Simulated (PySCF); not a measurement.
Species: C6H4O2.
Numbering: `[O:1]=[C:2]1[CH:3]=[CH:4][CH:5]=[CH:6][C:7]1=[O:8]` (hydrogens: H9 on C3; H10 on C4; H11 on C5; H12 on C6)

A GFN2-xTB structure was refined with PySCF, PBE0/def2-SVP geometry optimisation, gas phase. Its GFN2-xTB values:

```tsv
coordinate	GFN2-xTB
O1=C2	1.210 Å
C2–C3	1.465 Å
C2–C7	1.543 Å
C3=C4	1.342 Å
C3–H9	1.080 Å
C4–C5	1.441 Å
C4–H10	1.081 Å
O1–C2–C3	123.1°
O1–C2–C7	120.4°
C2–C3–C4	121.8°
C3–C2–C7	116.5°
C3–C4–C5	121.7°
```

Task: How do these coordinates change at the PBE0/def2-SVP level?

Result: 
```csv
coordinate,PBE0/def2-SVP (Å or °),change
C4–C5,1.460,+0.019
C4–H10,1.094,+0.013
C3–H9,1.093,+0.013
C2–C7,1.554,+0.011
C2–C3,1.473,+0.008
C3=C4,1.349,+0.007
O1=C2,1.208,-0.002
C2–C3–C4,120.5,-1.3
O1–C2–C7,119.7,-0.7
C3–C2–C7,117.2,+0.7
C3–C4–C5,122.2,+0.5
O1–C2–C3,123.1,0.0
```

The energy falls by 3.0 kJ/mol over 9 energy and gradient evaluations, the largest force component goes from 0.0091 to 1.5e-04 Eh/bohr, and the atoms move by 0.020 Å rms after alignment. The bond that changes most is C4–C5 (both ends alkene CH carbon), which lengthens by 0.019 Å. Bonds longer at the end by more than 0.005 Å: 10 of 12; shorter: 0. Rotational constants go from 3315, 2447, 1408 to 3274, 2442, 1399 MHz.

The run used 132 basis functions and 62 SCF cycles in all. Time: 39 s of wall time; peak memory 0.55 GiB. Hardware: Arm Neoverse V2, one thread, shared host.

Stationary, but not proved a minimum.
